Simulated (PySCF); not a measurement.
CH5AlClN.
Atom-mapped SMILES: `[CH3:1][NH:2][AlH:3][Cl:4]` (hydrogens: H5, H6, H7 on C1; H8 on N2; H9 on Al3)

Computed by this run: PBE0-D3(BJ)/def2-SVP geometry optimisation, gas phase in PySCF 2.14.0; density fitting, grid level 1; the optimiser is geomeTRIC in internal coordinates, started from a GFN2-xTB structure with every atom displaced at random (about 0.01 Å).

Step 0: E = -21712.5175 eV
```
atom  x, y, z in Å  |  force x, y, z in eV/Å
C1     -1.0180    0.2073    0.1709   -0.136   1.060  -0.348
N2      0.3597   -0.1578    0.2540    0.621  -0.215   0.052
Al3     1.7267    0.9458    0.4782   -0.578  -0.221  -0.034
Cl4     3.7056    0.3484    0.5960    0.555  -0.378  -0.021
H5     -1.6354   -0.2305    0.9552   -0.272  -0.207   0.402
H6     -1.4775   -0.0506   -0.7976   -0.052  -0.066  -0.097
H7     -1.0952    1.3137    0.2652   -0.179  -0.332   0.012
H8      0.4776   -1.1553    0.1627    0.206  -0.320  -0.012
H9      1.4249    2.4413    0.6184   -0.166   0.679   0.046
```

Step 1: E = -21712.5843 eV
```
atom  x, y, z in Å  |  force x, y, z in eV/Å
C1     -1.0225    0.2091    0.1611    0.045  -0.109   0.052
N2      0.3798   -0.1344    0.2790   -0.120   0.076  -0.022
Al3     1.7160    1.0055    0.4862   -0.077   0.041   0.056
Cl4     3.6608    0.2038    0.5401    0.053   0.015  -0.011
H5     -1.6469   -0.2605    0.9444    0.039   0.004  -0.013
H6     -1.4488   -0.0810   -0.8146   -0.028  -0.026  -0.050
H7     -1.1647    1.2969    0.2547    0.039   0.027   0.017
H8      0.5453   -1.1347    0.1988    0.015   0.093   0.006
H9      1.4493    2.5574    0.6532    0.034  -0.120  -0.035
```

Question: Estimate the geometry and energy of step 2. (The exact step hangs on the optimiser's Hessian estimate; all steps are aligned on step 1, rigid shifts and turns removed.)

Answer: E = -21712.5864 eV, largest force 0.075 eV/Å
```
atom  x, y, z in Å  |  force x, y, z in eV/Å
C1     -1.0325    0.2049    0.1591    0.026   0.059   0.029
N2      0.3722   -0.1147    0.2799   -0.045  -0.051  -0.032
Al3     1.7253    1.0011    0.4967   -0.058   0.046  -0.001
Cl4     3.6753    0.2070    0.5420   -0.008  -0.013  -0.001
H5     -1.6476   -0.2743    0.9425    0.008  -0.004   0.000
H6     -1.4557   -0.0901   -0.8187    0.011  -0.007   0.005
H7     -1.1844    1.2919    0.2565   -0.011  -0.006  -0.001
H8      0.5408   -1.1124    0.1986    0.063  -0.025   0.002
H9      1.4750    2.5487    0.6464    0.014   0.003   0.000
```

The energy changes by -0.0021 eV. The first-order estimate −F·Δx gives -0.0066 eV and the mean of the old and new forces, exact on a quadratic surface, -0.0021 eV. The step makes an angle of 66° with the force vector and moves no atom by more than 0.028 Å.

The cost below is that of the whole optimisation. Hardware: one thread, Arm Neoverse V1 (aarch64), shared host. Cost: 12 s wall, 0.35 GiB resident at most.
